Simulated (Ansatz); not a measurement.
Two isomers of CH5NSSi: A = `C=N[SiH2]S`, B = `[SiH3]NC=S`.

Program: Ansatz. Geometries: PBE0-D4/def2-TZVP. ΔE: electronic, gas phase. CCSD(T)/CBS is the MP2 limit (def2-TZVPP, def2-QZVPP) plus CCSD(T) − MP2 in def2-TZVPP, frozen cores. DFT in def2-TZVPP. One conformer a species, not always the lowest.

(1) Which isomer does CCSD(T)/CBS put lower? Give the gap. (An estimate is asked.)

(2) Give E(B) − E(A) in kJ/mol with PBE0-D4, HF/def2-TZVPP, BLYP-D4, LDA (SPW92), MP2/def2-TZVPP, CCSD/def2-TZVPP, CCSD(T)/def2-TZVPP. (Estimate.)

(3) Does the order hold for the free energy at 298.15 K (harmonic terms from PBE0-D4)? (An estimate is asked.)

Largest T1 diagnostic: 0.017.

Results:

(1) Ansatz gave: A, by 26.0 kJ/mol.

(2) Computed: PBE0-D4 17.4, HF/def2-TZVPP 34.0, BLYP-D4 14.3, LDA (SPW92) -2.5, MP2/def2-TZVPP 21.1, CCSD/def2-TZVPP 29.5, CCSD(T)/def2-TZVPP 25.6. The order is the other way round with LDA (SPW92).

(3) The calculation gave: Yes: G(B) − G(A) = +30.2 kJ/mol, for one conformer each. Modes under 60 cm⁻¹, often nearly free rotors, make the harmonic entropy too high.

In def2-TZVPP, CCSD(T) changes the Hartree–Fock value by −8.4 kJ/mol (the triples alone add −3.9 kJ/mol) and MP2 by −13.0 kJ/mol. From PBE to PBE0 (25 % exact exchange), in def2-TZVPP and without D4, E(B) − E(A) moves by +5.0 kJ/mol.
